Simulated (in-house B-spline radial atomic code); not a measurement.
## How G0W0 and RPA depend on the start: the strontium ion Sr²³⁺

Configuration [Ne] 3s2 3p3, highest spin. Computed with an all-electron radial atomic-structure program (B-spline basis): all electrons, non-relativistic, point nucleus, each spin shell either full or empty, empty states to l = 9 with an (l + 1/2)⁻⁴ tail; G0W0 by contour deformation at full frequency.

Without relativity these are model numbers: it shifts the levels of so heavy an element strongly and can reorder them.

```tsv
start	mean-field 3p up (eV)	G0W0 (eV)	QP weight	RPA correlation (Eh)
Hartree-Fock	-1097.82	?	?	?
PBE	-1071.68	-1097.99	0.970	-1.1581
LDA exchange-only	-1068.92	?	?	?
TPSS	-1072.31	-1098.05	0.971	-1.1526
LC-wPBE	-1077.63	-1098.15	0.975	-1.1264
```

(1) What G0W0 level, weight and RPA correlation energy follow from the LDA exchange-only start?

(2) What G0W0 level, weight and RPA correlation energy follow from the Hartree-Fock start?

(3) How much of the dependence on the start does G0W0 remove?

Answers

(1) G0W0 level -1098.03 eV, weight 0.969, RPA correlation -1.1603 hartree.

(2) G0W0 level -1098.55 eV, weight 0.985, RPA correlation -1.0358 hartree.

(3) The mean-field levels span 28.9 eV and the G0W0 levels 0.565 eV. Against 1105 ± 4 eV (NIST, semi-empirical) the G0W0 removal energies are off by -7.01 to -6.45 eV, with relativity, Breit and QED terms left out.
